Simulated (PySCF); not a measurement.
# Removing an electron from `C[P+]1(n2cccc2)C=C1`

C7H9NP (charge +1).
Z-matrix (Å and degrees, PBE0-D3(BJ)/def2-SVP geometry), rows numbered from 1:
```
C 
P   1  1.7838
N   2  1.6648  1  110.37
C   3  1.4041  2  126.62  1     7.42
C   4  1.3622  3  107.62  2   178.88
C   5  1.4322  4  108.08  3    -0.09
C   6  1.3626  5  108.05  4    -0.01
C   2  1.7338  1  123.46  3   152.70
C   8  1.3411  2   67.14  1   106.67
H   1  1.0988  2  107.63  3   176.83
H   1  1.1000  2  109.70  3    57.24
H   1  1.1000  2  109.84  3   -63.89
H   4  1.0869  3  121.79  2    -1.06
H   5  1.0884  4  125.28  3   179.91
H   6  1.0884  5  126.58  4   179.75
H   7  1.0878  3  121.30  2     1.30
H   8  1.0933  2  150.94  9   176.35
H   9  1.0933  2  150.55  8  -176.30
```

Level: CAM-B3LYP/def2-SVPD (PySCF). Frontier orbitals with their largest atomic shares (Löwdin; up to four atoms above 4 %):

```tsv
orbital	ε (eV)	main atoms
HOMO−3	-15.66	C9 26 %, C8 22 %, P2 17 %, C1 6 %
HOMO−2	-15.63	C8 26 %, C9 23 %, P2 17 %, C1 6 %
HOMO−1	-12.79	N3 25 %, C6 23 %, C5 23 %, C7 7 %
HOMO	-11.81	?
LUMO	-4.78	C8 39 %, C9 38 %, P2 7 %, H17 5 %
LUMO+1	-3.70	P2 25 %, C8 9 %, C9 9 %, C4 8 %
LUMO+2	-3.05	P2 23 %, C1 22 %, C8 10 %, C9 10 %
```

Task: What vertical ionisation energy does ΔSCF give, and how far is −ε(HOMO) from it?

Result: ΔSCF: 12.48 eV (1204 kJ/mol; threshold wavelength 99.3 nm); ⟨S²⟩ of the doublet left behind is 0.767, against 0.75 for a pure doublet. −ε(HOMO) is 11.81 eV, 0.67 eV below it. In exact Kohn–Sham theory the two would be equal; CAM-B3LYP (range-separated hybrid) falls short of its own ΔSCF value by 5 %. Holes in the HOMO−1 and HOMO−2 were tried too where these lie within 1.2 eV of the HOMO; the lowest converged state counts.

Task: On which atoms does the HOMO lie?

Result: C4 (aromatic CH next to a ring nitrogen) 28 %, C7 (aromatic CH next to a ring nitrogen) 28 %, C5 (aromatic CH carbon) 15 %, C6 (aromatic CH carbon) 14 %, so no atom holds as much as 40 %. The HOMO−1 lies 0.98 eV lower.

Task: And the vertical electron affinity, the fundamental gap, Mulliken's electronegativity and the hardness (with the factor ½)?

Result: EA = 4.17 eV by ΔSCF (−ε(LUMO) = 4.78 eV). IE − EA = 8.31 eV against an orbital gap of 7.03 eV; (IE + EA)/2 = 8.32 eV; (IE − EA)/2 = 4.16 eV.

Task: Shift the occupied levels rigidly so that −ε(HOMO) equals the ΔSCF value. What binding energies result?

Result: The shift is +0.67 eV: HOMO 12.48, HOMO−1 13.46, HOMO−2 16.30, HOMO−3 16.33 eV. A rigid shift is only a rough guide to the deeper ionisations.

Task: How many of the 10 lowest singlet excitations (vertical TDDFT, same level) lie below the ionisation energy?

Result: All 10; they run from 4.69 to 7.38 eV.

Isolated species at its PBE0-D3(BJ)/def2-SVP geometry (one conformer only).
